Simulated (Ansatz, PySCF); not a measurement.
C₂H₆BrF₂NSi, singlet, at a GFN2-xTB geometry. Base run: CASSCF(4,4)/STO-3G (PySCF).

PySCF was given this input:
```python
from pyscf import gto, scf, mcscf
import numpy

mol = gto.M(
    atom='''
C    -2.231711   -0.957715    0.230389
N    -1.559160    0.217196   -0.280938
C    -2.475850    1.186848   -0.843075
Si    0.108780    0.319827   -0.531730
F     0.691408   -0.281787   -1.891578
F     0.525461    1.848075   -0.654955
Br    1.202245   -0.628598    1.081564
H    -2.978469   -0.656073    0.968519
H    -2.738361   -1.497168   -0.575871
H    -1.524112   -1.630399    0.708917
H    -3.209026    1.473478   -0.085669
H    -1.936559    2.074024   -1.162215
H    -3.007307    0.767743   -1.702737
''',
    basis='sto-3g',
    charge=0,
    spin=0,
    verbose=3,
)

mf = scf.RHF(mol)
mf.kernel()
mc = mcscf.CASSCF(mf, 4, 4)
mc.fix_spin_(ss=0.0)
mc.kernel()
occ = numpy.linalg.eigvalsh(mc.fcisolver.make_rdm1(mc.ci, mc.ncas, mc.nelecas))[::-1]
ss = mc.fcisolver.spin_square(mc.ci, mc.ncas, mc.nelecas)[0]
print('natural occupations', occ.round(4), ' <S^2>', round(ss, 4))
```

Programs used: Ansatz (an electronic-structure program), PySCF; a row that names a program was run with it.

Each row names what was changed in the base input (with any setting that the change needs).

```csv
change,ΔE vs base (mEh),natural occupations,<S^2> of the state,outcome
base,0.000,1.99 1.98 0.02 0.01,0.00,converged
conv_tol = 1e-5,0.000,1.99 1.98 0.02 0.01,0.00,converged
"active space = 10 electrons, 8 orbitals",-20.380,2.00 1.99 1.99 1.99 1.98 0.03 0.02 0.01,0.00,converged
"active space = 8 electrons, 7 orbitals",-12.938,2.00 1.99 1.99 1.97 0.03 0.01 0.01,0.00,converged
correction = SC-NEVPT2,-198.1,1.99 1.98 0.02 0.01,0.00,converged
orbitals = fixed (CASCI),20.926,2.00 2.00 0.00 0.00,0.00,converged
"code = ansatz; correction = SC-NEVPT2, all electrons",-201.2,-,-,converged
"active space = 6 electrons, 8 orbitals",-25.323,1.99 1.98 1.98 0.02 0.02 0.01 0.00 0.00,0.00,converged
orbitals = fixed (CASCI); correction = SC-NEVPT2,-193.9,2.00 2.00 0.00 0.00,0.00,converged
"active space = 6 electrons, 7 orbitals",-,-,-,not converged
solver = newton,0.000,1.99 1.98 0.02 0.01,0.00,converged
```

Active orbitals are taken around the Fermi level unless the row says otherwise; CASSCF can end in different local minima, and two programs can end on different orbitals. State-averaged rows give the lowest state.
